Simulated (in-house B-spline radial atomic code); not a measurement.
# BLYP excitations of N3+

Method: BLYP. Computed with a B-spline radial code for spherical atoms: linear response of the closed shell [He] 2s2 with the functional's adiabatic kernel; scalar-relativistic (spin-free one-electron X2C), finite nucleus, no spin-orbit coupling, no double excitations, S, P, D and F terms only.

Command:
```bash
python run_td.py task.json out
```
Settings (radii: box in bohr, nucleus in fm):
```
Z                        7
electrons                4
configuration            [He] 2s2
hamiltonian              x2c
method                   b88,lyp
box_radius               23.08
rms_radius               2.5582
intervals                74
```

Cost of the run: 0.1 s on 1 thread of Intel(R) Xeon(R) 6975P-C (Granite Rapids), on a shared host.

The lowest states, in the order of their Tamm-Dancoff energies; the method's threshold (minus the highest occupied level) is 68.07 eV. Labels give the largest channel, * marks a mixed state, and oscillator strengths are full-response dipole values. Semilocal kernels can invert the small singlet-triplet splittings of Rydberg terms. Energies in eV:

```json
{"state": "2s → 2p 3P", "full response": "?", "Tamm-Dancoff": "?", "oscillator strength": "-"}
{"state": "2s → 2p 1P", "full response": "14.971", "Tamm-Dancoff": "15.785", "oscillator strength": "0.584"}
{"state": "2s → 3s 3S", "full response": "44.32", "Tamm-Dancoff": "44.33", "oscillator strength": "-"}
{"state": "2s → 3s 1S", "full response": "45.98", "Tamm-Dancoff": "46.02", "oscillator strength": "-"}
{"state": "2s → 3p 3P", "full response": "47.11", "Tamm-Dancoff": "47.13", "oscillator strength": "-"}
{"state": "2s → 3p 1P", "full response": "47.73", "Tamm-Dancoff": "47.74", "oscillator strength": "0.312"}
{"state": "2s → 3d 3D", "full response": "48.79", "Tamm-Dancoff": "48.84", "oscillator strength": "-"}
{"state": "2s → 3d 1D", "full response": "49.98", "Tamm-Dancoff": "49.98", "oscillator strength": "-"}
{"state": "2s → 4s 3S", "full response": "56.89", "Tamm-Dancoff": "56.89", "oscillator strength": "-"}
{"state": "2s → 4s 1S", "full response": "?", "Tamm-Dancoff": "?", "oscillator strength": "-"}
```

(1) Where does 2s → 2p 3P lie?

(2) Where does 2s → 4s 1S lie?

(3) How large is the singlet-triplet splitting of 2s → 2p (P terms) in Tamm-Dancoff?

(4) What polarisabilities and dispersion coefficient does the method give?

Answers

(1) At 5.781 eV in full response, 7.004 eV in Tamm-Dancoff.

(2) At 57.36 eV in full response, 57.37 eV in Tamm-Dancoff.

(3) 8.78 eV, from the unrounded values.

(4) Dipole 2.12 bohr³, quadrupole 1.489 bohr⁵, C6 2.088 hartree·bohr⁶ for two such species.
